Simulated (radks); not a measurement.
The bismuth ion Bi11+, configuration [Xe] 4f13 5d5 (not the ground configuration).

Calculated with a radial shooting solver on a logarithmic mesh with Libxc functionals: scalar-relativistic Kohn-Sham, LDA (Slater exchange, Perdew-Wang correlation), spin-polarised, spherical densities, finite nucleus; open shells are filled with parallel spins first (spin-orbit coupling, left out, can overturn this in heavy ions); Fermi nuclear charge, rms radius 5.5211 fm.

Energy parts (Ry):
part                        energy
total                  -42943.7441
kinetic                 48670.7970
electron-nucleus      -106249.6459
Hartree                 15385.4858
exchange-correlation     -750.3810

Orbitals (lengths in bohr, moments of r in powers of bohr; <r^-3> diverges for s and p1/2; r(90%) holds 90 % of the orbital's charge):
orbital,occ.,eigenvalue (Ry),<r^-3>,r(90%),<1/r>
1s up,1,-6670.544,-,0.0290,103.1
1s down,1,-6670.542,-,0.0290,103.1
2s up,1,-1211.566,-,0.104,24.23
2s down,1,-1211.504,-,0.104,24.24
2p up,3,-1039.540,31000,0.0989,21.22
2p down,3,-1039.487,31000,0.0989,21.22
3s up,1,-304.3055,-,0.252,8.981
3s down,1,-304.2059,-,0.252,8.982
3p up,3,-255.1322,7225,0.260,8.107
3p down,3,-255.0296,7228,0.260,8.108
3d up,5,-205.5456,871.2,0.244,7.603
3d down,5,-205.4450,871.4,0.244,7.604
4s up,1,-81.45123,-,0.539,3.892
4s down,1,-81.28648,-,0.539,3.891
4p up,3,-65.24945,1812,0.580,3.498
4p down,3,-65.08905,1811,0.580,3.497
4d up,5,-46.72032,195.0,0.623,3.156
4d down,5,-46.55294,195.0,0.622,3.156
4f up,7,-26.33546,40.83,0.678,2.791
4f down,6,-26.15192,40.92,0.675,2.795
5s up,1,-25.54350,-,1.13,1.714
5s down,1,-25.19818,-,1.13,1.722
5p up,3,-20.64685,401.2,1.26,1.509
5p down,3,-20.26949,405.4,1.26,1.514
5d up,5,-14.86712,36.26,1.49,1.266
5d down,0,-14.47695,36.31,1.50,1.265

The highest occupied level is 5d up at -202.28 eV. The spin density at the nucleus is -46.77 e/bohr^3 (1s -1.78, 2s -8.96, 3s -13.14, 4s 10.14, 5s -33.04). Summed over all electrons, <r^2> = 19.67 bohr^2, which gives a Langevin (diamagnetic) susceptibility term of -15.6 x 10^-6 cm^3/mol. Spin moment in Bohr magnetons: 6. The density falls to 0.001 e/bohr^3 at r = 2.28 bohr. The electron density at the nucleus is 3.2e+06 e/bohr^3 (large components only).
